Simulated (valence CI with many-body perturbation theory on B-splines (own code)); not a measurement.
Values are calculated unless marked as measured or tabulated.
**Level structure of Zn²⁵⁺**

Method: relativistic CI+MBPT: three valence electrons over a frozen Dirac-Fock core [He], radial functions for each j: 11 s, 11 p, 10 d, 8 f, 5 g, 2 h, with the one-electron correlation potential Σ1, the two-electron term Σ2, the three-electron term Σ3, Breit, model QED; selected CI, second order for the rest, scaled by the run's own slope (own B-spline code, finite nucleus).

No measured spectrum was set against this ion. As an estimate, levels of excited configurations hold to 0.05 to 0.15 % of their energy, terms of the ground configuration to about 0.5 %.

Levels 1 to 45 of 207, with energies above the lowest level, 2s2 2p 2P°_1/2. "Leading %" is the weight of the configuration and term that name the level; weights of strongly mixed levels are sums over their largest components and can fall short. In the jj column 3d3/2^4 stands for four electrons in 3d with j = 3/2.

| No. | Configuration | Term | J | E (Ry) | Leading % | Leading jj | g |
| --- | --- | --- | --- | --- | --- | --- | --- |
| 1 | 2s2 2p | 2P° | 1/2 | 0.00 | 98 | 2s^2 2p1/2 (98 %) | 0.659 |
| 2 | 2s2 2p | 2P° | 3/2 | 2.02 | 98 | 2s^2 2p3/2 (98 %) | 1.329 |
| 3 | 2s 2p2 | 4P | 1/2 | 4.68 | 92 | 2s 2p1/2^2 (71 %) | 2.592 |
| 4 | 2s 2p2 | 4P | 3/2 | 5.76 | 98 | 2s 2p1/2 2p3/2 (95 %) | 1.718 |
| 5 | 2s 2p2 | 4P | 5/2 | 6.55 | 86 | 2s 2p1/2 2p3/2 (70 %) | 1.541 |
| 6 | 2s 2p2 | 2D | 3/2 | 8.79 | 90 | 2s 2p1/2 2p3/2 (88 %) | 0.849 |
| 7 | 2s 2p2 | 2D | 5/2 | 9.41 | 86 | 2s 2p3/2^2 (70 %) | 1.249 |
| 8 | 2s 2p2 | 2P | 1/2 | 9.75 | 68 | 2s 2p1/2 2p3/2 (66 %) | 1.121 |
| 9 | 2s 2p2 | 2S | 1/2 | 11.90 | 67 | 2s 2p3/2^2 (86 %) | 1.608 |
| 10 | 2s 2p2 | 2P | 3/2 | 12.02 | 90 | 2s 2p3/2^2 (83 %) | 1.285 |
| 11 | 2p3 | 4S° | 3/2 | 14.64 | 75 | 2p1/2^2 2p3/2 (71 %) | 1.789 |
| 12 | 2p3 | 2D° | 3/2 | 16.34 | 71 | 2p1/2 2p3/2^2 (77 %) | 1.072 |
| 13 | 2p3 | 2D° | 5/2 | 16.88 | 100 | 2p1/2 2p3/2^2 (100 %) | 1.195 |
| 14 | 2p3 | 2P° | 1/2 | 18.40 | 98 | 2p1/2 2p3/2^2 (98 %) | 0.659 |
| 15 | 2p3 | 2P° | 3/2 | 19.66 | 71 | 2p3/2^3 (92 %) | 1.259 |
| 16 | 2s2 3s | 2S | 1/2 | 102.46 | 95 | 2s^2 3s (95 %) | 2.000 |
| 17 | 2s2 3p | 2P° | 1/2 | 104.42 | 92 | 2s^2 3p1/2 (92 %) | 0.666 |
| 18 | 2s2 3p | 2P° | 3/2 | 104.98 | 92 | 2s^2 3p3/2 (92 %) | 1.334 |
| 19 | 2s 2p 3s | 4P° | 1/2 | 106.34 | 94 | 2s 2p1/2 3s (96 %) | 2.569 |
| 20 | 2s2 3d | 2D | 3/2 | 106.75 | 95 | 2s^2 3d3/2 (95 %) | 0.798 |
| 21 | 2s 2p 3s | 4P° | 3/2 | 106.79 | 86 | 2s 2p1/2 3s (81 %) | 1.677 |
| 22 | 2s2 3d | 2D | 5/2 | 106.92 | 96 | 2s^2 3d5/2 (96 %) | 1.198 |
| 23 | 2s 2p 3s | 2P° | 1/2 | 107.50 | 94 | 2s 2p1/2 3s (86 %) | 0.721 |
| 24 | 2s 2p 3p | 4D | 1/2 | 108.05 | 75 | 2s 2p1/2 3p1/2 (98 %) | 0.194 |
| 25 | 2s 2p 3s | 4P° | 5/2 | 108.30 | 98 | 2s 2p3/2 3s (98 %) | 1.596 |
| 26 | 2s 2p 3p | 4D | 3/2 | 108.45 | 69 | 2s 2p1/2 3p1/2 (80 %) | 1.222 |
| 27 | 2s 2p 3p | 4S | 3/2 | 108.98 | 23 | 2s 2p1/2 3p3/2 (91 %) | 1.476 |
| 28 | 2s 2p 3s | 2P° | 3/2 | 109.08 | 88 | 2s 2p3/2 3s (95 %) | 1.364 |
| 29 | 2s 2p 3p | 2P | 1/2 | 109.21 | 57 | 2s 2p1/2 3p3/2 (51 %) | 0.774 |
| 30 | 2s 2p 3p | 4D | 5/2 | 109.26 | 82 | 2s 2p1/2 3p3/2 (76 %) | 1.381 |
| 31 | 2s 2p 3p | 4P | 1/2 | 109.30 | 85 | 2s 2p1/2 3p1/2 (57 %) | 2.476 |
| 32 | 2s 2p 3p | 2D | 3/2 | 109.63 | 53 | 2s 2p1/2 3p3/2 (84 %) | 1.255 |
| 33 | 2s 2p 3d | 4F° | 3/2 | 110.19 | 85 | 2s 2p1/2 3d3/2 (96 %) | 0.484 |
| 34 | 2s 2p 3d | 4F° | 5/2 | 110.48 | 79 | 2s 2p1/2 3d3/2 (48 %) | 1.083 |
| 35 | 2s 2p 3p | 4P | 3/2 | 110.50 | 50 | 2s 2p3/2 3p1/2 (89 %) | 1.511 |
| 36 | 2s 2p 3p | 4D | 7/2 | 110.65 | 100 | 2s 2p3/2 3p3/2 (100 %) | 1.425 |
| 37 | 2s 2p 3p | 4P | 5/2 | 110.69 | 53 | 2s 2p3/2 3p1/2 (83 %) | 1.434 |
| 38 | 2s 2p 3p | 4S | 3/2 | 110.88 | 40 | 2s 2p3/2 3p3/2 (89 %) | 1.566 |
| 39 | 2s 2p 3d | 4P° | 5/2 | 110.90 | 45 | 2s 2p1/2 3d5/2 (71 %) | 1.393 |
| 40 | 2s 2p 3d | 4F° | 7/2 | 110.94 | 70 | 2s 2p1/2 3d5/2 (78 %) | 1.272 |
| 41 | 2s 2p 3d | 4D° | 3/2 | 111.06 | 55 | 2s 2p1/2 3d3/2 (48 %) | 1.302 |
| 42 | 2s 2p 3d | 4D° | 1/2 | 111.10 | 80 | 2s 2p1/2 3d3/2 (80 %) | 0.265 |
| 43 | 2s 2p 3s | 2P° | 1/2 | 111.35 | 95 | 2s 2p3/2 3s (83 %) | 0.692 |
| 44 | 2s 2p 3s | 2P° | 3/2 | 111.36 | 68 | 2s 2p3/2 3s (63 %) | 1.257 |
| 45 | 2s 2p 3p | 2D | 5/2 | 111.41 | 65 | 2s 2p3/2 3p3/2 (92 %) | 1.331 |

Names give the largest LS component (configuration and term), which can be under half, so a name can repeat, a term be missing and a line seem to break the LS rules; names also repeat where a configuration has a term twice.

The ionisation energy to 2s2 1S_0 of the next ion comes out as 2492.1 eV (NIST: 2491.5 ± 1.1 eV (semi-empirical)). All 207 levels together are meant to be complete up to 150.41 Ry.
